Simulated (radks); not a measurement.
Results of a calculation; reference values are marked as such.
Tb, 65 electrons, occupied as [Xe] 4f9 5d1 6s1 (not the ground configuration).

Code: a radial shooting solver on a logarithmic mesh with Libxc functionals. Model: Dirac Kohn-Sham, BLYP, spin-unpolarised, spherical densities, finite nucleus; open shells fill j = l - 1/2 first; Fermi nuclear charge, rms radius 5.06 fm.

Energy parts (eV):
| part | energy |
|---|---|
| total | -318883.48 |
| kinetic | 348709.56 |
| electron-nucleus | -785012.33 |
| Hartree | 124442.69 |
| exchange-correlation | -7023.40 |

Orbitals (lengths in bohr, moments of r in powers of bohr; r(90%) holds 90 % of the orbital's charge):
orbital  occ.  eigenvalue (eV)      <r^4>      <r^2>  r(90%)
1s1/2       2        -51800.27  1.063e-06  0.0006316  0.0389
2s1/2       2        -8581.545  0.0001675   0.009829   0.142
2p1/2       2        -8156.143  0.0001033   0.007123   0.125
2p3/2       4        -7409.292  0.0001370   0.008353   0.134
3s1/2       2        -1902.039   0.006469    0.06539   0.351
3p1/2       2        -1716.850   0.005861    0.06080   0.344
3p3/2       4        -1562.701   0.007235    0.06781   0.362
3d3/2       4        -1243.250   0.005197    0.05394   0.334
3d5/2       6        -1209.614   0.005546    0.05590   0.339
4s1/2       2        -375.5490     0.1598     0.3312   0.778
4p1/2       2        -302.9853     0.1814     0.3479   0.805
4p3/2       4        -268.6319     0.2243     0.3868   0.849
4d3/2       4        -149.0782     0.3213     0.4432   0.929
4d5/2       6        -142.8742     0.3444     0.4587   0.945
5s1/2       2         -46.1744      5.979      1.993    1.92
5p1/2       2         -26.7530      10.77      2.598    2.23
5p3/2       4         -22.4117      14.46      2.995    2.40
6s1/2       1          -3.3612      713.2      20.81    6.39
4f5/2       6          -2.2532      6.365      1.179    1.60
4f7/2       3          -1.4740      8.778      1.281    1.66
5d3/2       1          -0.8871       1071      19.45    6.74
5d5/2       0          -0.7370       1473      22.58    7.28

The highest occupied level is 5d3/2 at -0.887 eV. The density falls to 0.001 e/bohr^3 at r = 4.98 bohr. The electron density at the nucleus is 6.869e+05 e/bohr^3. Summed over all electrons, <r^2> = 80.91 bohr^2, which gives a Langevin (diamagnetic) susceptibility term of -64.1 x 10^-6 cm^3/mol.
